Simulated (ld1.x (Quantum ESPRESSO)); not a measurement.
Plane-wave convergence, RRKJ potential for O (Z = 8)

oxygen (O), norm-conserving RRKJ (Kleinman–Bylander form), made with ld1.x (Quantum ESPRESSO) 7.5 (revPBE, scalar-relativistic). Core [He], reference 2s2 2p4. Waves: 2s (bound): rc 0.95 bohr; 2p (bound): rc 1.65 bohr; 3d channel at -0.1 Ry: rc 1.45 bohr. Local part: all-electron potential smoothed inside 0.85 bohr (lloc = -1). Core correction: none.

The pseudo-atom Hamiltonian at the reference potential is diagonalised in spherical Bessel functions j_l(qr) that vanish at 20 bohr, with q² up to the cutoff. All-electron valence levels (Ry): 2s -1.7638, 2p -0.6593.

Question: How do the lowest levels (Ry) of each channel move with the cutoff, and are there ghosts?

Answer:

```json
{"cutoff (Ry)": "8", "s #1": "-1.4805", "p #1": "-0.0751", "p #2": "0.0517", "d #1": "0.0781", "f #1": "0.1202", "f #2": "0.2599", "Σ f·Δε (mRy)": "2903.5"}
{"cutoff (Ry)": "15", "s #1": "-1.4899", "p #1": "-0.2989", "p #2": "0.0414", "d #1": "0.0781", "f #1": "0.1202", "f #2": "0.2599", "Σ f·Δε (mRy)": "1989.3"}
{"cutoff (Ry)": "25", "s #1": "-1.5470", "p #1": "-0.5538", "p #2": "0.0373", "d #1": "0.0781", "f #1": "0.1202", "f #2": "0.2599", "Σ f·Δε (mRy)": "855.7"}
{"cutoff (Ry)": "40", "s #1": "-1.6588", "p #1": "-0.6533", "p #2": "0.0363", "d #1": "0.0781", "f #1": "0.1202", "f #2": "0.2599", "Σ f·Δε (mRy)": "234.1"}
{"cutoff (Ry)": "55", "s #1": "-1.7197", "p #1": "-0.6592", "p #2": "0.0362", "d #1": "0.0781", "f #1": "0.1202", "f #2": "0.2599", "Σ f·Δε (mRy)": "88.6"}
{"cutoff (Ry)": "80", "s #1": "-1.7548", "p #1": "-0.6593", "p #2": "0.0362", "d #1": "0.0781", "f #1": "0.1202", "f #2": "0.2599", "Σ f·Δε (mRy)": "18.1"}
{"cutoff (Ry)": "110", "s #1": "-1.7633", "p #1": "-0.6593", "p #2": "0.0362", "d #1": "0.0781", "f #1": "0.1202", "f #2": "0.2599", "Σ f·Δε (mRy)": "1.2"}
{"cutoff (Ry)": "160", "s #1": "-1.7638", "p #1": "-0.6593", "p #2": "0.0362", "d #1": "0.0781", "f #1": "0.1202", "f #2": "0.2599", "Σ f·Δε (mRy)": "0.2"}
{"cutoff (Ry)": "400", "s #1": "-1.7638", "p #1": "-0.6593", "p #2": "0.0362", "d #1": "0.0781", "f #1": "0.1202", "f #2": "0.2599", "Σ f·Δε (mRy)": "0.0"}
```

Result: no extra level below or beside the all-electron valence levels (s, p, d, f tested); 10 mRy is reached at 90 Ry and 1 mRy at 120 Ry.

Its largest configuration-test error is +3820 meV.
